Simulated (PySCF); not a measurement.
Level of theory: PBE-D3(BJ)/def2-TZVP // B3LYP-D3(BJ)/def2-TZVP (PySCF). Gas-phase values, no solvent. 

Reference species (SMILES): `[Al]([NH2])([NH2])[CH3]` (neutral, multiplicity 1).

The LUMO comes out as -0.43 eV, the dipole moment is 0.64 D and the HOMO–LUMO gap is 4.89 eV. The HOMO is -5.32 eV.

After one change: the LUMO goes up by 0.03 eV; the dipole moment goes up by 0.06 D; the HOMO–LUMO gap rises by 0.51 eV; the HOMO falls by 0.48 eV.

Question: Name the change that produced these shifts. The new species is one of these.
A) `[CH3][Al]([CH3])[NH2]`
B) `[CH3][Al]([CH3])[CH3]`
C) `[NH2][Al]([NH2])[NH2]`

Answer: A, `[CH3][Al]([CH3])[NH2]`
